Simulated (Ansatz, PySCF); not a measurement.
F₄Te, SMILES F[Te-](F)(F)F, charge -1, multiplicity 2. Atoms are numbered in the order given.

```xyz
5

Te     0.0726    -0.2843     0.0000
F      0.0324    -0.1810     2.0505
F      0.0324    -0.1810    -2.0505
F      0.6875     1.6460     0.0000
F     -1.6852     0.7229     0.0000
```
Charge -1, spin multiplicity 2.

Coordinates come from a B3LYP-D3(BJ)/def2-SVPD optimisation. The def2 effective core potentials stand for the cores of Te; spin–orbit coupling is left out.

Two levels are set side by side: PBE-D3(BJ)/def2-SVPD (Ansatz, an electronic-structure program) and B3LYP-D3(BJ)/def2-SVPD (Ansatz). Each level has its own optimised geometry; the coordinates shown are those of the second. Frequencies come from the Hessian of PySCF at each geometry. Differences are taken from unrounded values.

```tsv
quantity	B3LYP-D3(BJ)
mean bond length (Å)	2.040
bond Te1–F2 (Å)	2.053
bond Te1–F3 (Å)	2.053
bond Te1–F4 (Å)	2.026
bond Te1–F5 (Å)	2.026
highest harmonic wavenumber (cm⁻¹)	526
mean harmonic wavenumber (cm⁻¹)	308
zero-point energy (kcal/mol)	3.96
```

### Question
What does PBE-D3(BJ) give, and how far is it from B3LYP-D3(BJ)? (An estimate is asked for; the answer gives what the named calculation found.)

### Answer

```csv
quantity,PBE-D3(BJ),PBE-D3(BJ) minus B3LYP-D3(BJ)
mean bond length (Å),2.060,0.020
bond Te1–F2 (Å),2.072,0.018
bond Te1–F3 (Å),2.072,0.018
bond Te1–F4 (Å),2.048,0.022
bond Te1–F5 (Å),2.048,0.022
highest harmonic wavenumber (cm⁻¹),500,-26
mean harmonic wavenumber (cm⁻¹),293,-15
zero-point energy (kcal/mol),3.77,-0.19
```

Exact exchange shortens and stiffens bonds; PBE has none. Differences between two approximate levels are no errors against the true value.
